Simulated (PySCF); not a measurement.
C₂H₇NOSi₂, SMILES N[Si@@]1(O)[SiH2]C=C1. Geometry optimised at B3LYP-D3(BJ)/def2-SVP. The structure was generated by enumeration; whether it is a known compound was not checked. Other conformers were not sampled.

Computed equilibrium geometry at B3LYP-D3(BJ)/def2-SVP (PySCF confirms it by a frequency run) as bond lengths and angles (one conformer of several):
Atoms: N1 Si2 O3 C4 C5 Si6 H7 H8 H9 H10 H11 H12 H13. Bonded distances (Å): N1–Si2 1.713, N1–H7 1.012, N1–H8 1.014, Si2–O3 1.674, Si2–C4 1.898, Si2–Si6 2.358, O3–H9 0.964, C4–C5 1.360, C4–H10 1.100, C5–Si6 1.902, C5–H11 1.099, Si6–H12 1.498, Si6–H13 1.497. Bond angles (°): Si2–N1–H7 123.2, Si2–N1–H8 122.1, H7–N1–H8 113.4, N1–Si2–O3 103.1, N1–Si2–C4 122.1, N1–Si2–Si6 119.1, O3–Si2–C4 112.7, O3–Si2–Si6 123.9, C4–Si2–Si6 75.4, Si2–O3–H9 115.1, Si2–C4–C5 104.2, Si2–C4–H10 133.1, C5–C4–H10 122.7, C4–C5–Si6 106.2, C4–C5–H11 123.0, Si6–C5–H11 130.8, Si2–Si6–C5 74.1, Si2–Si6–H12 121.1, Si2–Si6–H13 122.0, C5–Si6–H12 114.3, C5–Si6–H13 114.9, H12–Si6–H13 106.9.
Charge 0, spin multiplicity 1.
